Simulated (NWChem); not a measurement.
System: BH3SO; SMILES OBS

```xyz
6

B     -0.5678    -0.6033     0.0000
H     -1.7505    -0.7428     0.0000
O      0.1984    -1.7213     0.0000
H      1.1537    -1.5593     0.0000
S      0.0285     1.1230     0.0000
H      1.3631     0.8936     0.0000
```
Atoms are numbered in this order, from 1.

Level: B3LYP/6-31G* (spherical d) (NWChem), optimised geometry, unscaled harmonic frequencies. 

Problem. List the harmonic frequencies with IR intensities, and the thermochemistry.

Solution. 
```csv
frequency (cm⁻¹),IR intensity (km/mol)
359,14.8
374,2.7
590,143.4
675,28.0
836,1.8
879,0.1
1048,124.8
1165,124.2
1362,302.3
2648,15.1
2702,115.3
3759,30.9
```

The zero-point energy comes out as 23.4 kcal/mol and the thermal correction to the enthalpy at 298.15 K (with zero-point energy) is 26.5 kcal/mol. The heat capacity Cv is 12.8 cal/(mol K), the entropy at 298.15 K and 1 atm (symmetry number 1) is 64.8 cal/(mol K) and the dipole moment is 2.27 D.

Rigid rotor and harmonic oscillator.
